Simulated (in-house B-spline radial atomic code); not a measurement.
Configurations of As II (As+), with energies counted from [Ar] 3d10 4s2 4p2. Computed with a B-spline radial code for spherical atoms: non-relativistic LC-wPBE, spin-polarised, spherical fractional occupations, exact exchange averaged over the configuration, point nucleus. Shells without spins written out take the highest spin.

Occupations are held fixed; configurations that lie above the ionisation limit could autoionise.

```csv
configuration,E - E(ref) (eV),highest orbital,its <r> (bohr)
[Ar] 3d10 4s1 4p3,6.261,4p up,2.224
[Ar] 3d10 4s1 4p2 5d1,22.122,5d up,8.829
[Ar] 3d9 4s2 4p2 5s1,53.064,5s up,4.677
[Ar] 3d9 4s2 4p2 5f1,59.828,5f up,15.28
[Ne] 3s2 3p5 3d10 4s2 4p2 4f1,149.96,4f up,8.644
```

(1) Order these further configurations by energy, lowest first.
A. [Ne] 3s2 3p5 3d10 4s2 4p2 5d1
B. [Ar] 3d9 4s2 4p2 4f1
C. [Ar] 3d10 4s1 4p2 4d1
D. [Ar] 3d10 4s2 4p1 5f1
E. [Ne] 3s2 3p5 3d10 4s2 4p2 5s1

## Answers

(1) D (16.434 eV), C (18.321 eV), B (58.535 eV), E (144.48 eV), A (149.34 eV).
